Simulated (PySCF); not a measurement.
**UHF on Sb⁺ (antimony, charge +1)**

Configuration: [Kr] 4d10 5s1 5p2 5d1, one real determinant (an excited configuration). Calculation: PySCF 2.14, in aug-cc-pwCVDZ-PP with ECP28MDF (6s5p4d1f, 48 functions); scalar relativity through the core potential.

```json
{
  "Total energy": "-238.421054 hartree",
  "One-electron energy": "-408.9052 hartree",
  "Hartree (Coulomb) energy": "188.6760 hartree",
  "Exchange energy": "-18.1919 hartree",
  "⟨S²⟩": "6.0023",
  "⟨L²⟩": "7.933",
  "Sum of ⟨r⟩": "28.36 bohr",
  "Sum of ⟨r²⟩": "56.55 bohr²",
  "Traceless quadrupole moment −½Σ⟨3z² − r²⟩ along its main axis": "-0.0957 e·bohr²"
}
```

```csv
shell,electrons,mean orbital energy (eV),spread (eV),"rms radius, mean of both spins (bohr)"
4s α,1,-190.52,0,0.849
4s β,1,-189.62,0,0.849
4p α,3,-137.90,0.109,0.916
4p β,3,-137.27,0.473,0.916
4d α,5,-56.969,0.521,1.10
4d β,5,-56.315,0.519,1.10
5s α,1,-30.476,0,2.29
5p α,2,-19.519,0,2.72
5d α,1,-7.080,0,4.24
```

⟨L²⟩ = 7.93 against 12 for a pure F term, so this real determinant mixes terms. Energies and moments cover only the electrons outside the core potential. The outer electron is Rydberg-like, and this basis confines it to a smaller radius and binds it less than a complete one would.
